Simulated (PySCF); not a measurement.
Job file and geometry (Å, from GFN2-xTB) of an NMR shielding run on `ClB(B(OC)OC)Cl`, C₂H₆B₂Cl₂O₂, GIAO PBE0/pcSseg-1 NMR shielding, non-relativistic, gas phase in PySCF; density fitting, a coarse starting grid and PySCF grid level 2 are the driver's defaults:

```
$ OMP_NUM_THREADS=1 python probes_run.py task.json out

{"job": {"kind": "nmr", "xc": "PBE0", "basis": "pcSseg-1"}, "charge": 0, "multiplicity": 1}
C     -1.718747    -1.169457    -0.016521
O     -0.363824    -0.808051     0.046825
B      0.113323     0.463529    -0.017758
O      1.451153     0.638880     0.024651
C      2.375345    -0.427669     0.139510
B     -0.838751     1.888531    -0.157412
Cl    -1.750348     2.530427     1.160433
Cl    -0.914943     2.790149    -1.618802
H     -2.376165    -0.297981     0.042716
H     -1.903863    -1.693595    -0.957413
H     -1.933264    -1.843117     0.815398
H      2.645222    -0.558378     1.189339
H      3.263285    -0.156650    -0.432675
H      1.950897    -1.357091    -0.240456
```

Q: Write the output of this run.

A: 
```
coarse grid: 13488 points
cycle   1  E = -1199.6593940537  dE =  1.060e+00  |g| = 7.554e-01  |ddm| = 3.282e+00
cycle   2  E = -1199.5301536034  dE =  1.292e-01  |g| = 1.137e+00  |ddm| = 1.370e+00
cycle   3  E = -1199.7654025111  dE = -2.352e-01  |g| = 6.704e-02  |ddm| = 8.615e-01
cycle   4  E = -1199.7662789055  dE = -8.764e-04  |g| = 1.935e-02  |ddm| = 6.972e-02
cycle   5  E = -1199.7663485807  dE = -6.968e-05  |g| = 6.495e-03  |ddm| = 2.058e-02
cycle   6  E = -1199.7663546549  dE = -6.074e-06  |g| = 3.534e-03  |ddm| = 6.864e-03
cycle   7  E = -1199.7663568186  dE = -2.164e-06  |g| = 4.610e-04  |ddm| = 2.216e-03
final grid: 122976 points
cycle   8  E = -1199.8290287611  dE = -3.484e-05  |g| = 1.207e-02  |ddm| = 2.146e-02
cycle   9  E = -1199.8290061222  dE =  2.264e-05  |g| = 1.662e-02  |ddm| = 1.496e-02
cycle  10  E = -1199.8290543769  dE = -4.825e-05  |g| = 1.413e-03  |ddm| = 9.263e-03
cycle  11  E = -1199.8290547457  dE = -3.688e-07  |g| = 2.745e-04  |ddm| = 1.287e-03
cycle  12  E = -1199.8290547620  dE = -1.624e-08  |g| = 5.245e-05  |ddm| = 2.256e-04
cycle  13  E = -1199.8290547625  dE = -5.330e-10  |g| = 2.410e-05  |ddm| = 6.212e-05
converged SCF energy = -1199.8290547625

GIAO shielding tensors (ppm)
atom      isotropic    diamagn.    paramagn.     s11        s22        s33       span
  0 C      130.082     243.097    -113.014    103.393    105.418    181.436     78.043
  1 O      214.660     397.934    -183.275     28.891    273.864    341.224    312.334
  2 B       75.473     197.233    -121.760     64.406     69.293     92.721     28.315
  3 O      219.369     394.132    -174.764     80.716    234.421    342.969    262.253
  4 C      133.886     244.318    -110.432    102.480    116.261    182.918     80.438
  5 B       32.273     193.829    -161.556    -31.446     25.733    102.532    133.978
  6 Cl     600.151    1148.166    -548.015    241.812    646.133    912.507    670.695
  7 Cl     594.935    1148.107    -553.171    233.569    639.422    911.814    678.245
  8 H       27.761      29.154      -1.393     23.634     29.025     30.625      6.991
  9 H       27.748      28.306      -0.558     24.036     25.482     33.727      9.691
 10 H       27.644      28.202      -0.558     24.081     25.235     33.615      9.534
 11 H       28.121      28.620      -0.499     23.884     25.958     34.521     10.636
 12 H       28.060      27.806       0.254     23.743     26.222     34.213     10.470
 13 H       27.237      30.099      -2.862     22.756     26.845     32.111      9.355
```

Size and cost of the density-fitted run: 180 basis functions, 22 s wall time on 1 thread of an Arm Neoverse V1, shared host; peak memory 0.81 GiB.
